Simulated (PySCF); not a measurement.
## NMR data sheet: C$_{4}$H$_{7}$N$_{3}$O$_{2}$Si

- Formula: C4H7N3O2Si
- SMILES: COC(=O)c1ncn([SiH3])n1
- Point group of the computed structure: C1
- Degrees of unsaturation: 4
- Carbon signals: 4
- Proton signals: 3

Numbering as in the mapped SMILES `[CH3:1][O:2][C:3](=[O:4])[c:5]1[n:6][cH:7][n:8]([SiH3:9])[n:10]1`. Each H is labelled by its parent atom.

PySCF 2.14 calculation with shielding tensors at KT3/pcSseg-1 (GIAO) and structure optimised with PBE0-D3(BJ)/def2-SVP; relativity neglected, equivalent nuclei averaged, isolated molecule, a single conformation.

Shifts are taken against calculated references (same method and geometry level): $^{1}$H (σref 31.32), $^{13}$C (σref 182.31), $^{29}$Si (σref 365.51) vs TMS; NH3 for $^{15}$N (σref 262.01); H2O for $^{17}$O (σref 329.03).

| carbon | δC, type | δH (multiplicity) | HMBC from (2–3 bonds) | span of the C tensor (ppm) |
| --- | --- | --- | --- | --- |
| C1 | 51.3, CH3 | 3.84 (s) | – | 72 |
| C3 | 151.9, C | – | H(C1) | 140 |
| C5 | 150.9, C | – | H(C7) | 119 |
| C7 | 141.5, CH | 7.86 (s) | H(Si9) | 130 |

Other nuclei:
```tsv
atoms	nucleus	environment	δ (ppm)	σ (ppm)
H(Si9)	$^{1}$H	hydrogen on a silicon bonded to N	4.99	26.33
Si9	$^{29}$Si	silicon bonded to N, 3 H	-50.2	415.7
N10	$^{15}$N	pyridine-type nitrogen of an azole	329.9	-67.9
N6	$^{15}$N	pyridine-type nitrogen of an azole	277.5	-15.5
N8	$^{15}$N	pyrrole-type ring nitrogen	220.4	41.6
O4	$^{17}$O	ester carbonyl oxygen	393.1	-64.0
O2	$^{17}$O	ester alkoxy oxygen	190.9	138.1
```

- Carbon types of the structure: 2 × C, 1 × CH, 1 × CH3, leaving 3 H on heteroatoms.
- δC 151.9: ester carbonyl carbon; it is a carbonyl in resonance with an O or N lone pair, the region of acids, esters and amides.
- δC 150.9: substituted aromatic carbon next to a ring nitrogen.
- δC 141.5: aromatic CH between two ring heteroatoms.
- δH 7.86: hydrogen on an aromatic CH between two ring heteroatoms; it sits in the deshielding region of the aromatic ring current.
- δH 3.84: hydrogen on a methyl carbon bonded to O; its carbon carries O, which withdraws density.

Shifts are as computed, not scaled to solution data. Of 1328 compounds with measured shifts, 309 miss one by over three times the rms of a fit or turn the order of signals round; such compounds aren't used in these exercises. Signals without a measured value on file couldn't be tested in this way. Unscaled 17O shifts of doubly bonded oxygen tend to come out too high, by tens of ppm or more. Experimental scales use liquid or dissolved standards, which lie at an offset from isolated NH3 (liquid NH3: subtract about 20 ppm) and H2O (liquid H2O: subtract about 36 ppm). Unscaled 15N shifts of sp2 nitrogen often come out too high even then, by a few to some tens of ppm. Multiplicities follow the n + 1 count of equivalent neighbours, as no J values were calculated; m marks all less simple cases, F and P coupling included.
